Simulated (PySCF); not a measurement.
## IrOF at several levels of theory

All levels use the PBE0 minimum (triplet; Ir–F 1.861 Å, Ir–O 1.682 Å; F–Ir–O 180.0°), basis [Ir def2-TZVP with ECP60, O def2-TZVP, F def2-TZVP], scalar-relativistic core potentials, density fitting, no spin–orbit coupling, PySCF. For vertical energies the ionised species is a doublet (spins chosen at PBE0 and kept). Atomisation goes to high-spin ground-configuration atoms, without zero-point energy. Open shells are unrestricted, also as the reference of the correlated levels. A dash marks a value that was not computed or is not defined at that level.

Coordinates in bohr (charge 0 multiplicity 3):
```
Ir    0.0000    0.0000   -0.0702
O     0.0000    0.0000   -3.2486
F     0.0000    0.0000    3.4464
```

```
 level  atomisation (kJ/mol)  vertical IP (eV)  −ε(HOMO) (eV)  dipole (D)
  PBE0                   884             10.24           7.63        0.24
    HF                   275             10.63          11.48        0.18
   MP2                   963              8.98              –           –
   PBE                  1028              9.74           5.81        0.16
r2SCAN                   943             10.07           6.44        0.20
 B3LYP                   884             10.20           7.29        0.22
```

Open d and f shells are described by one determinant, and the ground state may have another occupation or spin. No spin–orbit coupling is included, which matters more the heavier the element.
